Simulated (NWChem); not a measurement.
System: C$_{4}$H$_{4}$ClF; SMILES C=C/C=C(/Cl)F

Input file for NWChem:

```
start job
memory heap 200 mb stack 900 mb global 1100 mb
geometry units angstroms
  C     -2.925377    -1.327592    -0.418874
  C     -1.681063    -0.959619    -0.706759
  C     -0.840762    -0.237416     0.220750
  C      0.407138     0.137634    -0.053785
  F      0.996406    -0.126372    -1.227550
  Cl     1.440752     0.994355     1.013000
  H     -3.374906    -1.102383     0.533957
  H     -3.533590    -1.864983    -1.124551
  H     -1.243770    -1.193159    -1.667150
  H     -1.247511     0.010903     1.188115
end
basis spherical
  * library def2-svp
end
dft
  xc xpbe96 cpbe96
  disp vdw 4
  iterations 150
end
driver
  maxiter 120
end
task dft optimize
task dft freq
```

The level has its own optimisation; frequencies are unscaled. Brackets give each atom's bonded neighbours.

### Question
What results follow from this input? (PBE-D3(BJ)/def2-SVP.) Quantities: r C–C [C(CCH)–C(CHH)] (Å); r C–H [C(CHH)–H(C)] (Å); r C–C [C(CCH)–C(CCH)] (Å); r C–C [C(CCH)–C(CClF)] (Å); highest harmonic frequency (cm⁻¹); lowest (cm⁻¹); zero-point energy (kcal/mol); dipole (D).

### Answer
```yaml
r C–C [C(CCH)–C(CHH)] (Å): 1.354
r C–H [C(CHH)–H(C)] (Å): 1.101
r C–C [C(CCH)–C(CCH)] (Å): 1.451
r C–C [C(CCH)–C(CClF)] (Å): 1.354
highest harmonic frequency (cm⁻¹): 3183
lowest (cm⁻¹): 138
zero-point energy (kcal/mol): 41.9
dipole (D): 0.80
```
